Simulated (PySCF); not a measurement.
[WS4]2- (charge -2 and singlet state).
Bonds: W1–S2, W1–S3, W1–S4, W1–S5.

Computed with PySCF 2.14.0, PBE0-D3(BJ)/def2-SVP geometry optimisation, gas phase, def2 core potentials past Kr.

How far are the bound atoms from W1?

4 atoms: S3 2.215 Å, S5 2.218 Å, S4 2.218 Å, S2 2.218 Å.

List the angles at W1.

```csv
angle,degrees,distance of the outer atoms (Å)
S2–W1–S5,109.7,3.63
S2–W1–S4,109.7,3.63
S4–W1–S5,109.5,3.62
S2–W1–S3,109.3,3.62
S3–W1–S4,109.3,3.62
S3–W1–S5,109.2,3.61
```

What is the shape at W1?

Tetrahedral: angles from 109.2° to 109.7°; τ4 = (360° − α − β)/141° = 1.00 with α and β the two widest (0 for a square, 1 for a tetrahedron). Differences among atoms that Td makes equivalent are scatter left by the optimiser.

What are the rotational constants (commonest isotopes, rigid rotor)?

A = 1209, B = 1207, C = 1202 MHz: a spherical top.

Point group: Td (tolerance 0.08 Å). Charge -2, singlet. Whether so highly charged an anion holds all its electrons in the gas phase wasn't checked; a finite basis holds them in any case. No counter-ion or solvent screens the charge of this multiply charged ion. No PBE0-D3(BJ)/def2-SVP frequencies stand behind this structure, so it isn't proved a minimum.

Time: 24 s of wall time. Hardware: one thread, Arm Neoverse V1, shared host. These figures are those of the optimisation.
